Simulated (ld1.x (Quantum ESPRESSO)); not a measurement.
Scattering properties, TM potential for Zn

zinc, norm-conserving Troullier–Martins (Kleinman–Bylander form), made with ld1.x (Quantum ESPRESSO) 7.5 (LDA (PZ), scalar-relativistic). Core [Ar], reference 3d10 4s0 4p0 (charge +2). Waves: 4s (bound, empty): rc 1.50 bohr; 4p (bound, empty): rc 2.00 bohr; 3d (bound): rc 1.30 bohr; 4f channel at 0.05 Ry: rc 1.95 bohr. Local part: all-electron potential smoothed inside 1.40 bohr (lloc = -1). Core correction: a·sin(br)/r model core, default radius (core density twice the valence density).

The phase is arctan(r·u′/u) with u = r·R(r), unwrapped; energies in Ry, scanned from -4 to 5 Ry. A pole is an energy at which the radial function vanishes at the test radius. The pseudo phase is shifted by a multiple of π to meet the all-electron one at the reference energy, and phase errors are pseudo minus all-electron; the curves can meet again beyond the range given. Levels narrower than the energy grid can be missing from the lists of poles.

| channel | radius (bohr) | reference energy (Ry) | poles, all-electron | poles, pseudo | unbroken range about the reference energy with phases within 0.05 rad | phase error 1 Ry above the reference energy (rad) |
| --- | --- | --- | --- | --- | --- | --- |
| s | 2.21 | -1.71 | 0.66 | -1.07, 0.98 | below -1.2 | -3.078 |
| p | 2.21 | -1.15 | 1.98 | 1.42 | below 1.3 | -0.017 |
| d | 2.21 | -2.29 | -2.16, 4.26 | -2.16, 4.73 | below 0.2 | +0.004 |
| f | 2.21 | 0.05 | none | none | the whole range | +0.000 |

Note: ghost state, extra bound levels that the all-electron valence spectrum of the same l lacks: s at -14.2 eV. A true bound ghost makes a file unfit for plane-wave use.

Phases in the p channel:

```tsv
E (Ry)	all-electron	pseudo
-4.00	1.264	1.260
-3.52	1.226	1.221
-3.04	1.173	1.167
-2.56	1.090	1.084
-2.08	0.947	0.942
-1.60	0.659	0.656
-1.12	0.031	0.031
-0.64	-0.738	-0.746
-0.16	-1.140	-1.156
0.32	-1.328	-1.352
0.80	-1.433	-1.466
1.28	-1.502	-1.549
1.76	-1.552	-1.623
2.24	-1.592	-1.714
2.72	-1.627	-1.891
3.20	-1.661	-2.768
3.68	-1.696	-4.284
4.16	-1.734	-4.535
4.64	-1.781	-4.627
```
